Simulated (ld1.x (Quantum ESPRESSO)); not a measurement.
## Scattering properties, RRKJ potential for N

N (Z = 7), norm-conserving RRKJ (Kleinman–Bylander form), made with ld1.x (Quantum ESPRESSO) 7.5 (LDA (PZ), scalar-relativistic). Core [He], reference 2s1.75 2p3.25. Waves: 2s (bound): rc 1.15 bohr; 3d channel at 0.45 Ry: rc 1.85 bohr; 2p (bound): rc 1.95 bohr. Local part: the p channel. Core correction: none. rho0 = 0.02.

The phase is arctan(r·u′/u) with u = r·R(r), unwrapped; energies in Ry, scanned from -3 to 5 Ry. A pole is an energy at which the radial function vanishes at the test radius. The pseudo phase is shifted by a multiple of π to meet the all-electron one at the reference energy, and phase errors are pseudo minus all-electron; the curves can meet again beyond the range given. Levels narrower than the energy grid can be missing from the lists of poles.

| channel | radius (bohr) | reference energy (Ry) | poles, all-electron | poles, pseudo | unbroken range about the reference energy with phases within 0.05 rad | phase error 1 Ry above the reference energy (rad) |
| --- | --- | --- | --- | --- | --- | --- |
| s | 2.14 | -1.36 | -0.81 | -0.80 | below 1.4 | +0.008 |
| p | 2.14 | -0.54 | 0.05 | 0.07 | below 1.3 | +0.018 |
| d | 2.14 | 0.45 | 4.72 | 4.40 | below 4.9 | -0.005 |

Phases in the p channel:

| E (Ry) | all-electron | pseudo |
| --- | --- | --- |
| -3.00 | 1.277 | 1.281 |
| -2.76 | 1.261 | 1.265 |
| -2.52 | 1.241 | 1.245 |
| -2.28 | 1.216 | 1.221 |
| -2.04 | 1.183 | 1.190 |
| -1.80 | 1.140 | 1.147 |
| -1.56 | 1.075 | 1.084 |
| -1.32 | 0.969 | 0.980 |
| -1.08 | 0.761 | 0.774 |
| -0.84 | 0.249 | 0.261 |
| -0.60 | -0.708 | -0.707 |
| -0.36 | -1.258 | -1.255 |
| -0.12 | -1.482 | -1.475 |
| 0.12 | -1.601 | -1.589 |
| 0.36 | -1.679 | -1.663 |
| 0.60 | -1.739 | -1.718 |
| 0.84 | -1.793 | -1.764 |
| 1.08 | -1.845 | -1.808 |
| 1.32 | -1.902 | -1.851 |
| 1.56 | -1.967 | -1.897 |
| 1.80 | -2.048 | -1.949 |
| 2.04 | -2.155 | -2.012 |
| 2.28 | -2.307 | -2.090 |
| 2.52 | -2.532 | -2.192 |
| 2.76 | -2.863 | -2.333 |
| 3.00 | -3.284 | -2.531 |
| 3.24 | -3.680 | -2.811 |
| 3.48 | -3.967 | -3.164 |
| 3.72 | -4.158 | -3.526 |
| 3.96 | -4.287 | -3.821 |
| 4.20 | -4.377 | -4.033 |
| 4.44 | -4.444 | -4.181 |
| 4.68 | -4.495 | -4.286 |
| 4.92 | -4.536 | -4.364 |
